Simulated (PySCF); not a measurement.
Bonds (- single, = double, # triple, : aromatic): C1-O2, O2-B3, B3-O4, B3-O5, O5-C6, C6-C7, C7-C8, C8-C6. C1 carries H9, H10, H11; O4 carries H12; C6 carries H13; C7 carries H14, H15; C8 carries H16, H17. H14, H16 are cis to O5 on the ring; H15, H17 are trans to O5 on the ring.

Averaged over atoms made equivalent by symmetry, fast rotation or ring inversion, no relativistic terms, no solvent, single conformer. σ from GIAO-KT3/pcSseg-1; PBE0-D3(BJ)/def2-SVP structure; PySCF 2.14.0 with density-fitted response routines.

Chemical shifts δ = σref − σ; 13C (182.31 ppm), 1H (31.32 ppm) against TMS; 17O (329.03 ppm) vs H2O; 11B (100.51 ppm) vs BF3·OEt2, all at this level.

| atoms | nucleus | count | δ (ppm) |
| --- | --- | --- | --- |
| H14/H16 | 1H | 2 | ? |
| H9/H10/H11 | 1H | 3 | 3.63 |
| H13 | 1H | 1 | 3.22 |
| C1 | 13C | 1 | ? |
| H12 | 1H | 1 | ? |
| O2 | 17O | 1 | 64.1 |
| H15/H17 | 1H | 2 | 0.30 |
| O4 | 17O | 1 | 82.7 |
| O5 | 17O | 1 | ? |
| C6 | 13C | 1 | 51.5 |
| C7/C8 | 13C | 2 | 7.1 |
| B3 | 11B | 1 | 13.8 |

Complete the table.

Answers


- C1: 51.6 ppm, methyl carbon bonded to O; the inductive effect lowers its shielding
- H12: 2.50 ppm, hydrogen on an oxygen bonded to B; exchangeable, gas-phase position
- H14/H16: 1.31 ppm, hydrogen on a three-membered-ring carbon; cyclopropane-type protons are shielded by the ring
- O5: 84.5 ppm, oxygen bonded to C, B

Exchangeable OH/NH protons stand at their gas-phase positions; hydrogen bonding in a real sample shifts them, mostly to higher δ. Shifts are as computed, not scaled to solution data. Of 1313 compounds with measured shifts, 239 miss one by over three times the rms of a fit or turn the order of signals round; such compounds aren't used in these exercises. Experimental scales use liquid or dissolved standards, which lie at an offset from isolated H2O (liquid H2O: subtract about 36 ppm).
